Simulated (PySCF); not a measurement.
## UHF on Br (bromine, neutral)

Configuration: [Ar] 3d10 4s1 4p5 4d1, one real determinant (an excited configuration). Calculation: PySCF 2.14, in aug-cc-pVTZ-DK (7s6p4d2f, 59 functions); scalar relativity by spin-free X2C-1e.

```json
{
  "Total energy": "-2603.516472 hartree",
  "One-electron energy": "-3615.4995 hartree",
  "Hartree (Coulomb) energy": "1102.9786 hartree",
  "Exchange energy": "-90.9956 hartree",
  "⟨S²⟩": "3.7639",
  "⟨L²⟩": "7.986",
  "Sum of ⟨r⟩": "26.99 bohr",
  "Sum of ⟨r²⟩": "47.87 bohr²",
  "Traceless quadrupole moment −½Σ⟨3z² − r²⟩ along its main axis": "-0.724 e·bohr²",
  "Langevin diamagnetic susceptibility": "-37.9 ×10⁻⁶ cm³/mol"
}
```

```json
{"shell": "1s α", "electrons": "1", "mean orbital energy (eV)": "-13562.4", "spread (eV)": "0", "rms radius, mean of both spins (bohr)": "0.0492"}
{"shell": "1s β", "electrons": "1", "mean orbital energy (eV)": "-13561.9", "spread (eV)": "0", "rms radius, mean of both spins (bohr)": "0.0492"}
{"shell": "2s α", "electrons": "1", "mean orbital energy (eV)": "-1831.4", "spread (eV)": "0", "rms radius, mean of both spins (bohr)": "0.205"}
{"shell": "2s β", "electrons": "1", "mean orbital energy (eV)": "-1830.9", "spread (eV)": "0", "rms radius, mean of both spins (bohr)": "0.205"}
{"shell": "2p α", "electrons": "3", "mean orbital energy (eV)": "-1611.1", "spread (eV)": "0.189", "rms radius, mean of both spins (bohr)": "0.183"}
{"shell": "2p β", "electrons": "3", "mean orbital energy (eV)": "-1610.8", "spread (eV)": "0.143", "rms radius, mean of both spins (bohr)": "0.183"}
{"shell": "3s α", "electrons": "1", "mean orbital energy (eV)": "-283.26", "spread (eV)": "0", "rms radius, mean of both spins (bohr)": "0.588"}
{"shell": "3s β", "electrons": "1", "mean orbital energy (eV)": "-282.07", "spread (eV)": "0", "rms radius, mean of both spins (bohr)": "0.588"}
{"shell": "3p α", "electrons": "3", "mean orbital energy (eV)": "-211.27", "spread (eV)": "0.514", "rms radius, mean of both spins (bohr)": "0.607"}
{"shell": "3p β", "electrons": "3", "mean orbital energy (eV)": "-210.47", "spread (eV)": "0.191", "rms radius, mean of both spins (bohr)": "0.607"}
{"shell": "3d α", "electrons": "5", "mean orbital energy (eV)": "-91.573", "spread (eV)": "0.694", "rms radius, mean of both spins (bohr)": "0.649"}
{"shell": "3d β", "electrons": "5", "mean orbital energy (eV)": "-91.066", "spread (eV)": "0.190", "rms radius, mean of both spins (bohr)": "0.649"}
{"shell": "4s α", "electrons": "1", "mean orbital energy (eV)": "-34.392", "spread (eV)": "0", "rms radius, mean of both spins (bohr)": "1.77"}
{"shell": "4p α", "electrons": "3", "mean orbital energy (eV)": "-17.388", "spread (eV)": "1.937", "rms radius, mean of both spins (bohr)": "2.18"}
{"shell": "4p β", "electrons": "2", "mean orbital energy (eV)": "-12.270", "spread (eV)": "0", "rms radius, mean of both spins (bohr)": "2.18"}
{"shell": "4d α", "electrons": "1", "mean orbital energy (eV)": "-0.821", "spread (eV)": "0", "rms radius, mean of both spins (bohr)": "3.69"}
```

⟨L²⟩ = 7.99 against 12 for a pure F term, so this real determinant mixes terms. The outer electron is Rydberg-like, and this basis confines it to a smaller radius and binds it less than a complete one would.

Densities and radii are taken from the X2C orbitals without a picture-change correction, which distorts them close to the nucleus.

Spin-orbit constants ζ (cm⁻¹) from the X2C one-electron operator on these orbitals: bare nucleus, nucleus screened by l(l+1)(2l+1)/3 electrons, and screened by the Breit-Pauli mean field of the electrons.

| shell | bare | screened nucleus | mean field |
| --- | --- | --- | --- |
| 2p | 262700 | 247700 | 240900 |
| 3p | 37830 | 35670 | 34490 |
| 3d | 4682 | 3344 | 3126 |
| 4p | 2927 | 2760 | 2654 |
| 4d | 88.72 | 63.37 | 54.15 |

To first order the Landé constant is A = -282.8 cm⁻¹, so the lowest level has J = 9/2 and lies 0.158 eV below the centre of the term. This holds in LS coupling only.
